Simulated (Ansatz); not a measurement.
In₅As₆H₁₈²⁺, a cluster cut from wurtzite InAs (hydrogen-capped). The state is a doublet with charge 2. Geometry r2SCAN-D4/def2-SVP, that of the charge +1 singlet; atoms count from 1.

Cartesian coordinates in Å:
```
As 0.773 2.593 -1.277
In -1.599 1.359 -1.786
In 1.583 -1.575 -2.999
As -0.932 -1.157 -2.074
As -2.468 1.495 0.791
In -2.317 -2.891 -0.515
In 2.689 1.650 0.351
As 2.864 -0.805 -0.641
As 1.199 1.320 2.580
In -1.285 0.302 2.887
As -1.078 -2.142 1.872
H 1.461 2.816 -2.602
H 0.538 4.047 -0.937
H -2.584 2.292 -2.833
H 1.997 -0.218 -3.969
H 1.843 -3.262 -3.096
H -1.684 -1.381 -3.373
H -2.753 2.931 1.165
H -3.895 1.005 0.815
H -3.861 -2.193 -0.231
H -1.735 -4.469 -0.823
H 4.062 2.644 0.591
H 4.355 -1.042 -0.702
H 2.597 -1.701 0.547
H 1.197 2.656 3.287
H 2.078 0.594 3.572
H -1.958 0.601 4.431
H 0.402 -2.443 1.940
H -1.487 -3.026 3.027
```

In the def2 sets In takes a core potential; there is no spin–orbit coupling. Single mean-field runs in def2-TZVP are fitted with def2-universal-jkfit.

Estimate the Mulliken populations from the PBE0/def2-TZVP orbitals of Ansatz.


| atom | charge (e) | spin (α − β) |
| --- | --- | --- |
| As1 | -0.38 | 0.08 |
| In2 | 0.57 | -0.04 |
| In3 | 0.42 | 0.06 |
| As4 | -0.46 | 0.55 |
| As5 | -0.38 | 0.08 |
| In6 | 0.42 | 0.06 |
| In7 | 0.57 | 0.01 |
| As8 | -0.40 | 0.00 |
| As9 | -0.42 | 0.00 |
| In10 | 0.57 | 0.01 |
| As11 | -0.40 | 0.00 |
| H12 | 0.16 | 0.00 |
| H13 | 0.16 | 0.00 |
| H14 | 0.03 | -0.01 |
| H15 | 0.02 | 0.08 |
| H16 | 0.02 | 0.01 |
| H17 | 0.19 | -0.02 |
| H18 | 0.16 | 0.00 |
| H19 | 0.16 | 0.00 |
| H20 | 0.02 | 0.08 |
| H21 | 0.02 | 0.01 |
| H22 | 0.03 | 0.01 |
| H23 | 0.17 | 0.00 |
| H24 | 0.12 | 0.00 |
| H25 | 0.16 | 0.00 |
| H26 | 0.16 | 0.00 |
| H27 | 0.03 | 0.01 |
| H28 | 0.12 | 0.00 |
| H29 | 0.17 | 0.00 |
Mulliken values depend strongly on the basis.

Where does the spin sit?

Summed by element: As 0.71, In 0.11, H 0.18, of 1 unpaired in all. Largest on single atoms: As4 0.55, As1 0.08, As5 0.08.

And the Mayer bond orders between heavy atoms (over 0.3)?

As1–In2 0.60 (2.72 Å); As1–In7 0.59 (2.69 Å); In2–As4 0.71 (2.62 Å); In2–As5 0.60 (2.72 Å); In3–As4 0.45 (2.71 Å); In3–As8 0.53 (2.79 Å); As4–In6 0.45 (2.71 Å); As5–In10 0.59 (2.69 Å); In6–As11 0.53 (2.79 Å); In7–As8 0.68 (2.65 Å); In7–As9 0.62 (2.70 Å); As9–In10 0.62 (2.70 Å); In10–As11 0.68 (2.65 Å).
